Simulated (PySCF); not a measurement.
Al(H)(Cl)(NH2) (AlClH₃N), SMILES [NH2][AlH][Cl].

The structure is a stationary point at PBE0-D3(BJ)/def2-TZVP. One conformer was computed; it need not be the lowest.

Level of theory: PBE0-D3(BJ)/def2-TZVP (PySCF).

Frequencies are harmonic and unscaled.

Computed normal modes with their intensities:
```
mode  ν (cm⁻¹)  IR (km/mol)  Raman (Å⁴/amu)  depolarisation  moving atoms (share of kinetic energy)
----  --------  -----------  --------------  --------------  --------------------------------------
1          181          5.5             1.6            0.71        N 31 %, Al 26 %, H 22 %, Cl 21 %
2          368         12.7             0.0               –                          H 88 %, Al 9 %
3          410        233.3             1.2            0.75                          H 75 %, N 22 %
4          503         43.0             7.2            0.11                 Cl 45 %, Al 39 %, H 9 %
5          508         28.4             1.7            0.75                          H 91 %, Al 9 %
6          576         38.8             4.5            0.58                                  H 90 %
7          735        180.3             2.5            0.62                  H 75 %, N 16 %, Al 9 %
8          849        144.6            11.0            0.13                 N 48 %, Al 41 %, H 11 %
9         1563         58.5             1.6            0.49                          H 90 %, N 10 %
10        1987        136.0           140.7            0.12                                  H 96 %
11        3610         29.0           140.3            0.10                                  H 96 %
12        3703         32.9            68.4            0.75                           H 91 %, N 9 %
```
